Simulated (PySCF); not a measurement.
**EPR parameters of C3H7O3S**

Species: C3H7O3S (doublet state).
Z-matrix (Å and degrees, GFN2-xTB geometry), rows numbered from 1:
```
C 
C   1  1.4590
S   2  1.7488  1  119.59
O   3  1.4341  2  109.43  1     5.93
O   3  1.4258  2  109.00  1   138.90
O   3  1.6213  2  102.94  1  -109.36
C   6  1.4084  3  117.03  2    85.95
H   1  1.0951  2  111.62  3   124.13
H   1  1.0874  2  108.88  3     2.74
H   1  1.0953  2  111.43  3  -117.81
H   2  1.0713  1  124.13  3   172.51
H   7  1.0900  6  107.55  3   148.20
H   7  1.0921  6  109.45  3    28.81
H   7  1.0940  6  110.30  3   -92.28
```

The hyperfine couplings belong to this conformer and change with its torsions.

As a line formula: `C[CH]S(=O)(=O)OC` [radical].

Computed with UKS B3LYP, pcH-1 on C H O S, non-relativistic, mean-field spin-orbit, GIAO (PySCF). Geometry: GFN2-xTB, one conformer, isolated molecule. A GFN2-xTB geometry isn't a minimum of the functional, and hyperfine couplings can be far from their values at a DFT geometry. The SCF solution wasn't tested for stability.

```json
{
 "g1, g2, g3": "2.00148, 2.00242, 2.00313",
 "g_iso": "2.00234",
 "Form of g": "rhombic: the two nearest values differ by 43 % of g3 − g1",
 "⟨S²⟩": "0.7541 (exact 0.7500)",
 "HOMO–LUMO gap, α and β orbitals": "7.66, 5.34 eV"
}
```

Hyperfine couplings atom by atom, in MHz; T1 to T3 are the principal values of the dipolar part; ρ(0) is the spin density at the nucleus:

```tsv
atom	isotope	a_iso	of which spin–orbit	T1	T2	T3	Mulliken spin population	ρ(0) (bohr⁻³)
C1	13C	-32.7	0.0	-3.4	0.8	2.6	-0.08	-0.0291
C2	13C	91.9	-0.2	-78.4	-77.1	155.5	0.95	0.0820
S3	33S	-17.8	0.1	-2.0	0.4	1.6	-0.02	-0.0521
O4	17O	-1.1	0.0	-6.6	2.6	4.0	0.01	0.0018
O5	17O	-4.9	0.0	-16.3	8.0	8.3	0.04	0.0081
O6	17O	-4.7	0.0	-18.7	8.6	10.1	0.04	0.0077
C7	13C	-0.7	0.0	-0.6	-0.5	1.0	0.00	-0.0006
H8	1H	134.2	0.0	-5.7	-3.4	9.1	0.05	0.0300
H9	1H	2.9	0.0	-4.5	-4.1	8.6	0.00	0.0007
H10	1H	132.1	0.0	-5.6	-3.4	8.9	0.05	0.0296
H11	1H	-60.1	0.0	-36.4	-1.8	38.3	-0.04	-0.0134
H12	1H	1.5	0.0	-1.3	-1.0	2.3	0.00	0.0003
H13	1H	-0.1	0.0	-1.8	-1.5	3.3	0.00	0.0000
H14	1H	0.2	0.0	-2.7	-2.0	4.6	0.00	0.0001
```

The largest Mulliken spin populations are on C2 (+0.95) and C1 (-0.08). C2 is the only atom above +0.15. The positive populations add up to 1.14 and the negative ones to -0.14, together 2S = 1. The angles at C2 add up to 359.6°, so it is planar; its axial dipolar tensor and the negative coupling of its proton fit spin in a p orbital normal to that plane.

Axes: g3 points within 10° of the C2–S3 bond.

Under fast tumbling the dipolar parts average out, and these isotropic splittings remain: 3 × 1H (H8/H9/H10, I = 1/2, 4 lines) with 3.20 mT and 1 × 1H (H11, I = 1/2, 2 lines) with 2.14 mT.

Nuclei that the bonding pattern makes equivalent are averaged, as if the motion that swaps them (rotation, inversion, ring flip) were fast. The three 1H nuclei of mean +89.7 MHz run from 2.9 to 134.2 MHz in the frozen geometry.

The 33S coupling of S3 (-17.8 MHz) shows only in satellite lines or after enrichment, since that isotope makes up about 0.76 % of natural sulfur.

The 13C coupling of C2 (91.9 MHz) shows only in satellite lines or after enrichment, since that isotope makes up about 1.07 % of natural carbon.

The spin density at the nucleus, in bohr⁻³, is negative for S3 (-0.0521), C1 (-0.0291) and H11 (-0.0134), for instance. A restricted open-shell determinant has no negative spin density anywhere; here it arises because α and β orbitals differ (spin polarisation).

Time: 70 s wall (with the writing of density and orbital grids); peak memory 1.0 GiB. Hardware: an Arm Neoverse V1 with one thread, on a shared host.
